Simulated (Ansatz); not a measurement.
One change: `[F][Ge]([F])([F])[I]` becomes `[CH3][Ge]([F])([F])[F]`.

Ansatz, PBE0-D4/def2-TZVP geometries, multiplicity 1. 

Elements past krypton have def2 core potentials. Scalar relativity is left out up to krypton.

| property | `[F][Ge]([F])([F])[I]` |
| --- | --- |
| size of the dipole moment (PBE/def2-TZVPP) / D | 2.36 |
| HOMO energy (ωB97M-V/def2-TZVPP) / eV | -11.11 |
| HOMO energy (PBE/def2-TZVPP) / eV | -7.71 |
| ideal-gas entropy at 298 K and 1 bar (rigid rotor, harmonic PBE0-D4/def2-TZVP) / J/(mol·K) | 347 |
| HOMO–LUMO gap (PBE0/def2-TZVPP) / eV | 6.59 |
| HOMO energy (B3LYP/def2-TZVPP) / eV | -8.68 |

What does the change do to each property? (An estimate is asked.)

The calculation gave: 
```json
{"property": "size of the dipole moment (PBE/def2-TZVPP) / D", "`[CH3][Ge]([F])([F])[F]`": "3.51", "shift": "1.15"}
{"property": "HOMO energy (ωB97M-V/def2-TZVPP) / eV", "`[CH3][Ge]([F])([F])[F]`": "-12.80", "shift": "-1.69"}
{"property": "HOMO energy (PBE/def2-TZVPP) / eV", "`[CH3][Ge]([F])([F])[F]`": "-8.92", "shift": "-1.21"}
{"property": "ideal-gas entropy at 298 K and 1 bar (rigid rotor, harmonic PBE0-D4/def2-TZVP) / J/(mol·K)", "`[CH3][Ge]([F])([F])[F]`": "337", "shift": "-10"}
{"property": "HOMO–LUMO gap (PBE0/def2-TZVPP) / eV", "`[CH3][Ge]([F])([F])[F]`": "10.36", "shift": "3.77"}
{"property": "HOMO energy (B3LYP/def2-TZVPP) / eV", "`[CH3][Ge]([F])([F])[F]`": "-10.28", "shift": "-1.60"}
```

With PBE0 the HOMO falls by 1.57 eV and the LUMO rises by 2.19 eV, so the gap widens by about 3.76 eV. PBE moves the HOMO by -1.21 eV and ωB97M-V by -1.69 eV. The zero-point energy changes by 94.5 kJ/mol with +9 modes. Dipoles are sizes alone; their direction can turn.

B3LYP here is the variant with VWN-RPA as its local correlation; programs differ in this.

Spin–orbit coupling is left out; it splits and shifts lone-pair levels of the heavy atoms by tenths of an eV.
